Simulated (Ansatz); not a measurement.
## Worked example: the barrier

An elementary step of Si2H6Cl2, closed shell (Si₂H₄Cl₂ ([SiH3][SiH]([Cl])[Cl]) + H₂ → SiH₂Cl₂ ([Cl][SiH2][Cl]) + SiH₄; bonds formed: Si1–H7, Si2–H6; bonds broken: Si1–Si2, H6–H7). “Start” is the structure reached by relaxing down from the saddle towards the reactants; PBE0-D4/def2-TZVP structures. The saddle:

```
atom    x (Å)    y (Å)    z (Å)
 Si1  -0.5669   0.8872  -0.6784
 Si2   0.7489  -0.9833   0.4729
 Cl3  -0.1596   0.2566  -2.6037
 Cl4  -2.6083   0.8854  -0.4598
  H5  -0.0819   2.2856  -0.6132
  H6   0.1735  -0.1307   1.8039
  H7  -0.2333   0.4155   1.0580
  H8   1.7540   0.1191   0.4557
  H9  -0.6173  -1.5730   0.5083
 H10   1.5909  -2.1623   0.0562
```

Program: Ansatz 0.2.0. Basis: def2-TZVPP and def2-QZVPP. Cores are frozen in the correlated methods.

Energies in eV:

| quantity | saddle | start |
| --- | --- | --- |
| Hartree–Fock, triple zeta (X = 3) | -40826.09459 | -40830.03189 |
| Hartree–Fock, quadruple zeta (X = 4) | -40827.29043 | -40831.23063 |
| MP2 correlation, X = 3 | -18.78351 | -17.85488 |
| MP2 correlation, X = 4 | -20.45660 | -19.50315 |
| CCSD(T) correlation, X = 3 | -21.49295 | -20.60016 |

Question: Work out the barrier at the basis limit: extrapolate Hartree–Fock as E(X) = E∞ + A exp(−7.88 √X) and the MP2 correlation as E(X) = E∞ + B X^−2.97 (the exponents that Neese and Valeev fitted for def2-TZVPP and QZVPP), then add CCSD(T) − MP2 in triple zeta.

Answer: Each step is linear, so take the differences first (saddle − start): Hartree–Fock 3.93730 (X = 3) and 3.94020 (X = 4); MP2 correlation -0.92863 and -0.95345; CCSD(T) correlation -0.89279.
Two points give E∞ = E(4) + w [E(4) − E(3)], with w = 1/(exp(7.88 (2 − √3)) − 1) = 0.1377 for Hartree–Fock and w = 1/((4/3)^2.97 − 1) = 0.7407 for the correlation.
Hartree–Fock: 3.94020 + 0.1377 × 0.00290 = 3.9406 eV.
MP2 correlation: -0.95345 + 0.7407 × (-0.02482) = -0.9718 eV.
CCSD(T) − MP2: -0.89279 − (-0.92863) = 0.0358 eV.
Sum: 3.9406 + (-0.9718) + 0.0358 = 3.0046 eV, or 69.29 kcal/mol. Plain CCSD(T) in triple zeta gives 3.0445 eV, so the larger basis shifts the result by -0.0399 eV.

The T1 diagnostic stays at or below 0.012.

Labels in which every atom is bracketed show which atoms are joined, not bond orders.

For scale, one of the runs: CCSD(T)/def2-TZVPP, 252 basis functions, launched by `ansatz run in.yaml --threads 4 --pin off --events-out ev --progress --plain --max-ram 9574MiB`. The run took 2.8 min on 4 CPU threads of an Arm Neoverse N1 (shared host), with 4.7 GiB of host memory at its peak.
